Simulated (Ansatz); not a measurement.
Relaxation of a periodic cell of 14 atoms, NaH8ClO4 (contents 4 H2O + 1 Na + 1 Cl, density as packed 1.02 g/cm³ with natural masses), to a largest force component of 0.3 eV/Å in at most 15 steps.

All numbers below come from Ansatz 0.2.0, DFT PBE-D3(BJ), scalar-relativistic, plane waves, PAW. Settings: accuracy low, cutoff 420 eV, k mesh 1x1x1, fermi-dirac smearing 0.05 eV, no spin polarisation.

```xyz
14
Lattice="5.9740 0.0000 0.0000 0.0000 5.9740 0.0000 0.0000 0.0000 5.9740" Properties=species:S:1:pos:R:3:forces:R:3
O 3.015 1.668 3.809 -1.03 1.51 -1.12
H 3.608 2.433 3.842 0.35 -0.08 0.12
H 2.956 1.458 2.865 0.22 -0.30 -0.43
O 4.991 4.692 1.754 0.48 -0.95 0.72
H 5.634 4.906 2.446 -0.31 -0.28 0.51
H 4.662 5.556 1.464 -0.21 0.77 -1.14
O 1.264 1.164 1.871 0.21 0.08 0.17
H 1.251 1.615 2.728 -0.05 -0.11 0.40
H 0.570 0.493 1.948 -0.20 0.17 -0.53
O 0.500 1.573 5.233 2.66 2.33 -0.21
H 0.597 2.380 4.707 0.14 0.24 -0.22
H 0.357 0.879 4.573 -0.23 -0.09 0.24
Na 2.454 3.598 0.695 0.24 -0.11 -0.28
Cl 4.492 0.446 5.360 -2.27 -3.19 1.77
```

Problem. Where does it end, and by what steps?

Solution. The run converged. The threshold is loose, so the end isn't yet a minimum. Limits of this set-up: coarse k mesh, low accuracy level. After 14 steps the energy has fallen by 5.277 eV; Na13 moved furthest, 1.52 Å. Joined: O1–Na13, O10–Na13.

```
step  energy less start (eV)  largest force component (eV/Å)  accepted
   0                  0.0000                           3.191       yes
   1                 -1.2691                           1.622       yes
   2                 -2.2333                           1.623       yes
   3                 -2.9120                           1.772       yes
   4                 -3.4316                           1.205       yes
   5                 -3.8269                           1.167       yes
   6                 -4.0726                           1.822       yes
   7                 -4.2480                           1.155       yes
   8                 -4.3845                           0.850       yes
   9                 -4.5545                           0.684       yes
  10                 -4.7177                           0.495       yes
  11                 -4.8545                           0.585       yes
  12                 -5.0165                           0.675       yes
  13                 -5.1511                           0.479       yes
  14                 -5.2769                           0.249       yes
```

```xyz
14
Lattice="5.9740 0.0000 0.0000 0.0000 5.9740 0.0000 0.0000 0.0000 5.9740" Properties=species:S:1:pos:R:3
O 3.305 2.524 2.982
H 4.086 3.097 3.056
H 3.511 1.753 3.578
O 5.277 4.742 2.016
H 4.797 5.226 2.726
H 4.887 5.063 1.168
O 1.229 0.737 2.185
H 1.156 1.027 3.116
H 0.603 -0.020 2.093
O 0.684 2.068 4.999
H 0.405 2.853 4.501
H -0.139 1.500 5.091
Na 2.320 2.084 0.771
Cl 4.233 0.207 5.013
```

Whether the end is a true minimum wasn't checked by a vibrational analysis.

The run took 20 s on 1 thread of Arm Neoverse V1 (shared host), peak memory 0.34 GiB.
